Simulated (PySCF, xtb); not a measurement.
Se(SiH3)2 (H6SeSi2), SMILES [SiH3][Se][SiH3].

GFN2-xTB run with xtb at its own geometry gives an orbital gap of 4.32 eV and a dipole moment of 3.28 D.

Geometry optimised at PBE0-D3(BJ)/def2-SVP.

Task: What does B3LYP/def2-TZVPD run with PySCF give? (An estimate is asked for; the answer gives what the named calculation found.)

Result: gap 6.13 eV (levels -6.89 and -0.76 eV), dipole 0.81 D.
